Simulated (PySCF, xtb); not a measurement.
BHN, SMILES B=[N] (connectivity only; charge and spin as stated), charge -1, multiplicity 1.

Harmonic wavenumbers (cm⁻¹) from xtb with GFN2-xTB at its own minimum, in rising order: 641, 641, 1838, 2147.

### Question
What does B3LYP-D3(BJ)/def2-TZVPD (PySCF 2.14.0) give at its own minimum? (Estimate from the structure and the level; the computed values follow.)

### Answer
664, 664, 1749, 2730. Paired by order, the mean absolute difference is 180 cm⁻¹ and the zero-point energies are 7.5 and 8.3 kcal/mol.
